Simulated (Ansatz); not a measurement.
Cost and result up the ladder for the cluster Mg₄H₆ (the lowest singlet isomer of a short search) (10 atoms). Total charge 0; singlet. Geometry: r2SCAN-D4/def2-SVP.

Cartesian coordinates in Å:
```
Mg -1.183 -0.302 -0.774
Mg -1.676 2.447 0.316
Mg 0.934 1.497 0.030
Mg 1.149 -1.417 0.558
H 1.758 -2.609 1.624
H -2.585 0.834 -0.396
H -0.239 0.119 0.880
H -0.144 1.076 -1.471
H -0.193 -1.830 -0.825
H 2.180 0.185 0.058
```

Ansatz on 4 threads of Arm Neoverse V1 on a shared host. Times are rough, and most runs start from the orbitals of an earlier one. No level here is sound enough to serve as a yardstick. Binding counts from free atoms at the same level (Mg singlet, H doublet; other spins of the atoms weren't run), without zero-point energy or a counterpoise term.

LC-ωPBE has ω = 0.4 bohr⁻¹. B3LYP takes the VWN-RPA correlation. Correlated methods freeze 4 core orbitals; core or outer-core shells of Mg are correlated, in sets that lack core-valence functions. The structure comes from a short search, and lower isomers may exist.

Run but left out: HF/STO-3G, HF/6-31G (restricted singlet, unstable in another Hartree–Fock run and untested here).

Correlated methods converge slowly with the basis.

```
                level  functions  wall time
LDA (SPW92)/def2-TZVP        164     0.95 s
       B3LYP-D4/6-31G         64      1.2 s
     PBE0-D4/def2-SVP        102      1.2 s
     PBE-D4/def2-TZVP        164      1.7 s
    LC-ωPBE/def2-TZVP        164      1.9 s
    BLYP-D4/def2-TZVP        164        2 s
    PBE-D4/def2-TZVPD        194      2.6 s
   PBE0-D4/def2-TZVPD        194      2.9 s
  r2SCAN-D4/def2-TZVP        164      3.8 s
 r2SCANh-D4/def2-TZVP        164      4.2 s
 r2SCAN0-D4/def2-TZVP        164      4.3 s
 r2SCAN-D4/def2-TZVPD        194      4.9 s
    ωB97M-V/def2-TZVP        164      8.5 s
    CCSD(T)/def2-TZVP        164       88 s
```

(1) Estimate what each level gives for the binding energy per atom (eV).

Results:

(1) 
| level | binding energy per atom (eV) | remarks |
| --- | --- | --- |
| LDA (SPW92)/def2-TZVP | 1.86 | restricted SCF unstable in HF |
| B3LYP-D4/6-31G | 1.62 | restricted SCF unstable in HF |
| PBE0-D4/def2-SVP | 1.66 | restricted SCF unstable in HF |
| PBE-D4/def2-TZVP | 1.67 | restricted SCF unstable in HF |
| LC-ωPBE/def2-TZVP | 1.71 | restricted SCF unstable in HF |
| BLYP-D4/def2-TZVP | 1.66 | restricted SCF unstable in HF |
| PBE-D4/def2-TZVPD | 1.67 | restricted SCF unstable in HF |
| PBE0-D4/def2-TZVPD | 1.68 | restricted SCF unstable in HF |
| r2SCAN-D4/def2-TZVP | 1.76 | restricted SCF unstable in HF |
| r2SCANh-D4/def2-TZVP | 1.76 | restricted SCF unstable in HF |
| r2SCAN0-D4/def2-TZVP | 1.75 | restricted SCF unstable in HF |
| r2SCAN-D4/def2-TZVPD | 1.77 | restricted SCF unstable in HF |
| ωB97M-V/def2-TZVP | 1.66 | restricted SCF unstable in HF |
| CCSD(T)/def2-TZVP | 1.58 | restricted SCF unstable |
